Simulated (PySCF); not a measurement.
## Xe⁴⁰⁺ (xenon, charge +40): Hartree-Fock from Schrödinger to Dirac-Coulomb-Breit

Occupied: 1s1/2, 2s1/2, 2p1/2, 2p3/2, 3s1/2, 3p1/2. Hartree-Fock calculated with PySCF 2.14 in an uncontracted even-tempered set (17 s from 3.7 bohr⁻², ratio 2.7; 13 p from 4.5 bohr⁻², ratio 2.7), Gaussian nucleus throughout. NR is non-relativistic, sf-X2C the spin-free one-electron X2C Hamiltonian, X2C adds the bare one-electron spin-orbit term, X2C-SNSO screens it by Boettger's factors, DC is four-component Dirac-Coulomb, and the Gaunt and Breit terms are added at first order (total energies over the DC spinors, levels after relaxing the spinors in that mean field). QED terms are absent. Levels marked empty are virtual spinors of this ion; the basis has s and p functions only, so 3d, which can lie below the n = 4 levels, is absent.

```json
{"level (eV)": "1s1/2", "X2C": "-37208.2", "X2C-SNSO": "-37208.7"}
{"level (eV)": "2s1/2", "X2C": "-7862.1", "X2C-SNSO": "-7862.3"}
{"level (eV)": "2p1/2", "X2C": "-7557.7", "X2C-SNSO": "-7548.1"}
{"level (eV)": "2p3/2", "X2C": "-7196.9", "X2C-SNSO": "-7200.9"}
{"level (eV)": "3s1/2", "X2C": "-3079.3", "X2C-SNSO": "-3079.4"}
{"level (eV)": "3p1/2", "X2C": "-2978.4", "X2C-SNSO": "-2976.0"}
{"level (eV)": "3p3/2 (empty)", "X2C": "-2809.0", "X2C-SNSO": "-2810.0"}
{"level (eV)": "4s1/2 (empty)", "X2C": "-1574.4", "X2C-SNSO": "-1574.4"}
```

Question: Where do the four-component calculations put these levels?

Answer: 1s1/2: DC -37239.1, DC+Gaunt -37151.6, DC+Breit -37157.5; 2s1/2: DC -7866.1, DC+Gaunt -7857.3, DC+Breit -7857.9; 2p1/2: DC -7549.6, DC+Gaunt -7534.5, DC+Breit -7536.1; 2p3/2: DC -7203.7, DC+Gaunt -7193.3, DC+Breit -7194.8; 3s1/2: DC -3080.2, DC+Gaunt -3078.1, DC+Breit -3078.4; 3p1/2: DC -2976.4, DC+Gaunt -2972.6, DC+Breit -2973.1; 3p3/2 (empty): DC -2810.5, DC+Gaunt -2808.1, DC+Breit -2808.6; 4s1/2 (empty): DC -1574.7, DC+Gaunt -1574.0, DC+Breit -1574.1 (eV).

```csv
Hamiltonian,E (hartree),E − E(DC) (hartree),CPU seconds
X2C,-6028.6425,1.5094,0.22
X2C-SNSO,-6028.3032,1.8487,0.22
DC,-6030.1520,0.0000,15
DC+Gaunt,-6024.6161,5.5358,25
DC+Breit,-6025.1199,5.0321,76
```

Weight of the small component: 1s1/2 0.0397, 2s1/2 0.00880, 2p1/2 0.00874, 2p3/2 0.00829, 3s1/2 0.00326, 3p1/2 0.00321, 3p3/2 0.00306, 4s1/2 0.00150.

Koopmans' value for the highest occupied level at DC+Breit: 2973.1 eV, against an ionisation energy of 2975 ± 4 eV (theoretical estimate listed by NIST; NIST Atomic Spectra Database, ionization energies); the former lacks relaxation, correlation, QED and recoil.

The whole ladder took 120 s of wall time on 1 thread of Intel(R) Xeon(R) Platinum 8259CL CPU @ 2.50GHz (shared host), launched as `OMP_NUM_THREADS=1 python relrun2.py TASK.json OUT` (a driver that calls PySCF for each Hamiltonian).

Dirac-Coulomb iterations, started from the X2C spinors:

```
with_ssss True, with_gaunt False, with_breit False
light speed = 137.03599967994
init E= -6010.10283344589
cycle= 1 E= -6030.15141648885  delta_E=  -20  |g|= 1.29  |ddm|= 0.115
cycle= 2 E= -6030.15195968061  delta_E= -0.000543  |g|= 0.0195  |ddm|= 0.0104
cycle= 3 E= -6030.15196064966  delta_E= -9.69e-07  |g|= 0.000832  |ddm|= 0.000669
cycle= 4 E= -6030.15196065152  delta_E= -1.86e-09  |g|= 3.91e-06  |ddm|= 2.35e-05
```
